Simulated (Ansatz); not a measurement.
**CH3FOSi (SMILES CO[Si]F): the vertical ionisation energy from total energies**

CH3FOSi: 7 atoms, total charge 0, spin state singlet. As SMILES, `CO[Si]F`. The shape is that of a PBE0-D4/def2-TZVP optimisation. This is one conformer, not always the lowest.

Both states at this one shape; open shells run unrestricted unless said. 1 Eh = 27.2114 eV.

```
                                 level  program  singlet CH3FOSi (Eh)  doublet CH3FOSi+ (Eh)
                          HF/6-311+G**   Ansatz           -502.980177            -502.639162
                         PBE/6-311+G**   Ansatz           -504.228991            -503.862886
CCSD/6-311+G**, 8 core orbitals frozen   Ansatz           -503.644547            -503.275231
```

Problem. Work out the vertical ionisation energy at each level.

Solution. 
1. HF/6-311+G**: -502.639162 − (-502.980177) = 0.341015 Eh = 9.28 eV.
2. PBE/6-311+G**: -503.862886 − (-504.228991) = 0.366105 Eh = 9.96 eV.
3. CCSD/6-311+G**: -503.275231 − (-503.644547) = 0.369316 Eh = 10.05 eV.

No measured value is set beside it here; the levels span 9.28 to 10.05 eV. Hartree–Fock favours the state with fewer electron pairs, since it lacks pair correlation.
